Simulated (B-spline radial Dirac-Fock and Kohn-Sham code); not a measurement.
ΔSCF core binding energies without Breit or QED terms, calculated with a B-spline atomic structure program.

A sound run for the Tb⁵⁺ ion in the configuration 1s2 2s2 2p6 3s2 3p6 3d10 4s2 4p6 4d10 4f7 5s2 5p5: The ground state converged in 11 iterations, with total energy -11707.02077 Ha, virial ratio 1.91454 and highest orbital energy -83.08 eV. ΔSCF binding energies: K (1s) 52300.1 eV, L3 (2p3/2) 7611.8 eV, M5 (3d5/2) 1323.5 eV.

A second run, with one unsound setting: The ground state had not converged after 2 iterations, with total energy -11688.64889 Ha, virial ratio 1.88956 and highest orbital energy 35.02 eV. ΔSCF binding energies: K (1s) 52449.8 eV, L3 (2p3/2) 7742.1 eV, M5 (3d5/2) 1414.3 eV (not all states converged, so these are not final).

```
iter   energy (Ha)        error
   1   -11666.86519825  2.07e+00
   2   -11688.64888603  1.31e+00
```

**Question.** Which fault fits the second run best?
A. spline order too low
B. overfilled shell
C. nuclear radius in wrong units
D. too few iterations

**Answer.** D. The input had maxit = 2: maxit ends the run before self-consistency.
